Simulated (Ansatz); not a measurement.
Pd2S2⁻, relaxed as a quartet with UKS PBE0-D4/def2-SVPD in Ansatz, starting from the PBE0-D4/def2-SVPD geometry of the charge -1 doublet. Force threshold 0.02 eV/Å.

In the def2 sets Pd takes a core potential; there is no spin–orbit coupling. The relaxation made no stability test and no search for a lower SCF solution. At PBE0-D4/def2-SVPD a doublet of charge -1 lies 0.47 eV below the quartet, each at its own geometry. The structure comes from a short search, and lower isomers may exist.

Start:

Cartesian coordinates in Å:
```
Pd 0.225 -0.450 1.293
Pd -0.225 0.450 -1.293
S 0.292 1.662 0.527
S -0.292 -1.662 -0.527
```

Question: Estimate the energy that the relaxation releases and the steps that it takes.

Answer: 9.3 kcal/mol, in 5 steps; 7.5 s on 4 threads of AMD EPYC 9R45 on a shared host. No frequencies were taken in this run, so the end may be a saddle point.

Question: Does the start keep its bonding and symmetry?

Answer: By distances, no bond broke or formed. The bond that changes most is Pd2–S4, from 2.25 to 2.31 Å (atoms count from 1). Point group D2h at the start, D2h at the end, both within 0.05 Å.

Question: Predict the relaxed structure.

Answer: 
```xyz
4

Pd    0.208   -0.414    1.190
Pd   -0.208    0.414   -1.190
S     0.318    1.813    0.575
S    -0.318   -1.813   -0.575
```
Bond lengths (bridged metal pairs left out): 4 × Pd–S 2.31 Å.
